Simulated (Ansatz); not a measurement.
Consider the redistribution: `CN(C)BS` + `FB[SiH2][SiH3]` → `[SiH3][SiH2]BS` + `CN(C)BF`.

Calculated with Ansatz (gas phase, PBE0-D4/def2-TZVP geometries, no zero-point term in ΔE). CCSD(T)/CBS adds triple-zeta CCSD(T) − MP2 to the extrapolated MP2 energy (def2 sets, frozen cores). One conformer a species, not always the lowest.

`CN(C)BS`:

Cartesian coordinates in Å:
```
C 0.371 0.772 0.961
N -0.124 -0.130 -0.047
C -1.304 -0.847 0.384
B 0.414 -0.335 -1.316
S 1.859 0.451 -2.075
H 1.276 1.277 0.630
H -0.377 1.536 1.204
H 0.605 0.230 1.885
H -1.643 -1.515 -0.405
H -2.116 -0.152 0.628
H -1.093 -1.441 1.282
H -0.115 -1.127 -2.039
H 2.246 1.280 -1.092
```

`FB[SiH2][SiH3]`:

```xyz
10

F     2.298    0.627   -1.534
B     0.990    0.810   -1.475
Si   -0.210   -0.627   -0.697
Si   -0.571   -0.108    1.563
H     0.584    1.877   -1.855
H     0.383   -1.990   -0.790
H    -1.532   -0.620   -1.385
H    -1.165    1.250    1.684
H    -1.496   -1.092    2.186
H     0.720   -0.127    2.303
```

`[SiH3][SiH2]BS`:

Z-matrix (Å, degrees):
```
Si
Si 1 2.345
H 1 1.488 2 111.0
H 1 1.488 2 110.2 3 -120.5
H 1 1.488 2 109.8 3 120.1
B 2 1.998 1 107.8 3 179.3
H 2 1.490 1 108.3 3 57.5
H 2 1.493 1 108.2 3 -59.9
S 6 1.764 2 123.8 1 99.3
H 6 1.195 2 122.5 1 -77.0
H 9 1.347 6 100.1 2 3.7
```

`CN(C)BF`:

Cartesian coordinates in Å:
```
C -0.884 0.416 0.951
N 0.020 -0.169 -0.008
C 0.700 0.787 -0.850
B 0.212 -1.543 -0.102
F 1.065 -2.039 -1.010
H -1.670 0.993 0.449
H -1.356 -0.368 1.543
H -0.354 1.094 1.629
H -0.020 1.378 -1.428
H 1.295 1.483 -0.247
H 1.363 0.271 -1.542
H -0.371 -2.303 0.615
```

```
             level  ΔE (kJ/mol)
     HF/def2-TZVPP        -47.0
SCS-MP2/def2-QZVPP        -45.7
```

Q: What does CCSD(T)/CBS give? (Estimate.)

A: Ansatz gave: -46.9 kJ/mol. The listed levels differ from it by -0.1, 1.2 kJ/mol.

Largest T1 diagnostic among the species: 0.016.

CCSD(T)/CBS has its own doubt, a few kJ/mol and more with outer-core shells, so smaller differences from it don't rank the levels.
